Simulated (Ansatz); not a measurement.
Reaction (formal exchange of groups at a B–S bond): `SB1N[SiH2]1` + `CC[SiH2]C` → `C[SiH2]B1N[SiH2]1` + `CCS`

Isolated molecules relaxed with PBE0-D4/def2-TZVP in Ansatz; ΔE leaves out vibrations. CBS: MP2 limit from def2 TZ/QZ plus the TZ coupled-cluster correction, frozen cores. One conformer a species, not always the lowest.

```csv
level,ΔE (kcal/mol)
MP2/def2-QZVPP,27.6
HF/CBS(def2),25.9
```

**Question.** What does CCSD(T)/CBS give? (An estimate is asked.)

**Answer.** Computed: +25.5 kcal/mol. The listed levels differ from it by 2.1, 0.4 kcal/mol.

Largest T1 diagnostic among the species: 0.014.

From PBE to PBE0 (25 % exact exchange), in def2-TZVPP and without D4, ΔE moves by +0.8 kcal/mol.
